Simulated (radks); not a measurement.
Radial electron density D(r) = 4 pi r^2 rho(r) of an atom or ion with 3 electrons. Method: non-relativistic Kohn-Sham, LDA (Slater exchange, VWN5 correlation), spin-unpolarised, spherical densities, point nucleus; computed with a radial shooting solver on a logarithmic mesh with Libxc functionals.

r (bohr)  D(r) (e/bohr)
0.0255          0.09510
0.02853          0.1169
0.03165          0.1412
0.03512          0.1703
0.03928          0.2078
0.04359          0.2494
0.04837          0.2984
0.05367          0.3560
0.06003          0.4289
0.06661          0.5078
0.07391          0.5988
0.08266          0.7113
0.09172          0.8301
0.1018           0.9633
0.1138            1.123
0.1263            1.285
0.1402            1.459
0.1568            1.657
0.174             1.847
0.193             2.038
0.2159            2.236
0.2396            2.407
0.2658            2.554
0.2973            2.678
0.3299            2.750
0.3661            2.774
0.4094            2.738
0.4543            2.645
0.5041            2.494
0.5594            2.292
0.6256            2.027
0.6942            1.751
0.7703            1.462
0.8616            1.157
0.956            0.8952
1.061            0.6683
1.187            0.4730
1.317            0.3408
1.461            0.2544
1.634            0.2055
1.813            0.1922
2.012            0.1995
2.25             0.2197
2.497            0.2409
2.771            0.2575
3.099            0.2646
3.438            0.2585
3.815            0.2398
4.268            0.2078
4.735            0.1707
5.254            0.1313
5.83            0.09405
6.521           0.06014
7.236           0.03633
8.029           0.02000
8.98           0.009390
9.965          0.004154
11.06          0.001633
12.37         0.0005184
13.72         0.0001549

What is the nuclear charge?

Answer. Z = 3. The innermost maximum, from 1s, lies near 1/Z = 0.333 bohr (found: 0.363), and its height grows with Z. The density is that of neutral lithium in [He] 2s1; the configuration itself is not fixed sharply by these data. D(r) has 2 maxima, at r = 0.363, 3.10 bohr, and minima at 1.83 bohr, inside which lie 2.05 electrons.
